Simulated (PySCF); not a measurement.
**How methods differ on the excitation energy of F⁺**

F⁺ [He] 2s2 2p4 (3P) → F⁺ [He] 2s1 2p5 (3P), as a difference of total energies. Calculation: PySCF 2.14, in x2c-QZVPPall (7s4p3d2f1g, 57 functions); scalar relativity by spin-free X2C-1e. Correlated levels: valence: 1s2 frozen. The calculations carry no spin-orbit coupling.

```tsv
method	excitation energy (eV)	error (eV)
UHF	21.795	+1.364
MP2 (valence)	20.819	+0.388
SCS-MP2 (valence)	20.731	+0.300
CCSD (valence)	20.598	+0.167
CCSD(T) (valence)	20.521	+0.090
```

Reference: 20.431 eV (measured; NIST levels, between the centres of gravity of the two terms).

Errors of the correlated levels include the incompleteness of this basis and the frozen core.
